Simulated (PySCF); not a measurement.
Species: C₄H₁₀Se.
SMILES: `CC(C)(C)[SeH]`

Linear response at wB97X-D/def2-SVPD (PySCF, frozen core in the response, non-relativistic). Isolated species at its PBE0-D3(BJ)/def2-SVP geometry, gas phase. The wB97X-D/def2-SVPD calculation is non-relativistic and has no spin–orbit coupling, an omission that weighs most on selenium.

Static isotropic polarisability: 79.75 au (11.82 Å³), principal values 74.8, 74.9, 89.6 au.

(1) What is the polarisability at 1064 nm and at the sodium D line?

(2) What is the isotropic C6 coefficient between two such molecules, C6 = (3/π)∫α(iω)² dω?

(3) Which effective excitation energy ω̄ makes London's formula C6 = (3/4)α²ω̄ exact here?

(4) What does −C6/R⁶ come to at R = 8 Å between centres?

(5) The lowest 6 singlets have (eV, f): 4.79, 0.001; 5.69, 0.037; 6.91, 0.030; 7.24, 0.073; 7.25, 0.082; 7.43, 0.020. What share of the static polarisability do they carry in the sum over states α = Σ f/ω²?

(6) What n − 1 at the D line would an ideal gas of it have at 273.15 K and 1 atm (2.6868 × 10¹⁹ cm⁻³), by n − 1 = 2π·N·α′?

Answers

(1) 80.49 au at 1064 nm (+0.9 %), 82.24 au at 589.3 nm (+3.1 %). The rise at 589.3 nm is 3.38 times that at 1064 nm; a pure ω² law gives 3.26. The lowest singlet lies at 259 nm, shorter than both wavelengths.

(2) 2480 au (Eh·bohr⁶) by a ten-point quadrature over imaginary frequencies, which is 1480 eV·Å⁶ or 143 J·nm⁶/mol.

(3) ω̄ = 4·C6/(3α²) = 0.520 Eh = 14.1 eV. A one-pole form α(ω) = α/(1 − ω²/ω̄²) fitted to the 1064 nm value gives 12.2 eV.

(4) -550 J/mol. This is the leading, orientation-averaged term; C8 and higher terms are left out.

(5) 3.82 au, 4.8 % of α; the largest term, 1.16 au, is that of the state at 7.25 eV. Their oscillator strengths add up to 0.24. Higher states carry the rest.

(6) 20.57 × 10⁻⁴, a formal value whether or not that pressure can be reached.

The values belong to the conformer `[CH3:1][C:2]([CH3:3])([CH3:4])[SeH:5]`: H–Se5–C2–C1 61°.

Note: wB97X-D ran without an empirical dispersion term, which enters the total energy and its gradient alone.
